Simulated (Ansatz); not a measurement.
Process, species as SMILES: C1=CCSC1 → [CH]1C=CCS1 + H atom (the C-H bond at the site shown breaks; other sites are not compared here)
Each molecule is optimised on its own at B3LYP-D3(BJ)/def2-TZVP (Ansatz, a first-principles code), one conformer each, not searched for the lowest. Markedly spin-contaminated UHF reference, which strains HF, MP2 and, less, CCSD(T): [CH]1C=CCS1.

Wanted: bond dissociation energy (electronic energy difference), in kcal/mol. Correlated levels leave the core frozen unless marked. UHF or UKS for open shells. No spin-orbit coupling. Non-relativistic. 

| level | program | bond dissociation energy (kcal/mol) |
|---|---|---|
| PBE-D3(BJ)/def2-TZVPD | Ansatz + dftd3 | 79.3 |
| PBE0-D4/def2-TZVPD | Ansatz + dftd4 | 81.1 |
| CAM-B3LYP/def2-TZVPD | Ansatz | 83.7 |
| wB97M-V/def2-TZVPD | Ansatz | 85.7 |
| B2PLYP-D4/def2-TZVPD | Ansatz + dftd4 | 83.8 |
| MP2/cc-pV(T+d)Z | Ansatz | 92.4 |
| SCS-MP2/cc-pV(T+d)Z | Ansatz | 95.4 |
| CCSD/6-31G | Ansatz | 82.5 |
| CCSD(T)/6-31G* | Ansatz | 80.8 |
